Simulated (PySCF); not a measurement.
## Polarisability and C₆ of Ta²⁺ (tantalum, charge +2)

[Xe] 4f14 5d3, high-spin 4F determinant. Computed with PySCF 2.14 in aug-cc-pwCVTZ-PP with ECP60MDF (8s8p7d4f3g, 122 functions), with a scalar-relativistic core potential. Coupled (time-dependent) response in atomic units; α is the mean over directions.

```
method  mean α (bohr³)  C₆ (like pair)  S(−4)
   UHF           13.31           73.62  94.50
   PBE           14.84           82.33  132.9
```

S(−4) is the Cauchy moment in α(ω) = α(0) + S(−4) ω² + …

Spin-orbit coupling is absent.

α(iu) at PBE:

```tsv
u (hartree)	α(iu) (bohr³)
0	14.84
0.0500	14.52
0.100	13.69
0.200	11.51
0.300	9.598
0.500	7.041
0.750	5.157
1.00	3.971
1.50	2.568
2.00	1.784
3.00	0.9857
5.00	0.4165
```

A single London oscillator, α(iu) = α/(1 + u²/ω²), gives C₆ = (3/4) ω α². Matching the computed C₆ needs ω = 4 × 82.33 / (3 × 14.84²) = 0.498 hartree.

For an ion, C₆ is the dispersion term alone; charge-induced terms of lower order in 1/R come first.

Energies and moments cover only the electrons outside the core potential. Spin-orbit coupling, absent here, splits the open shell strongly.
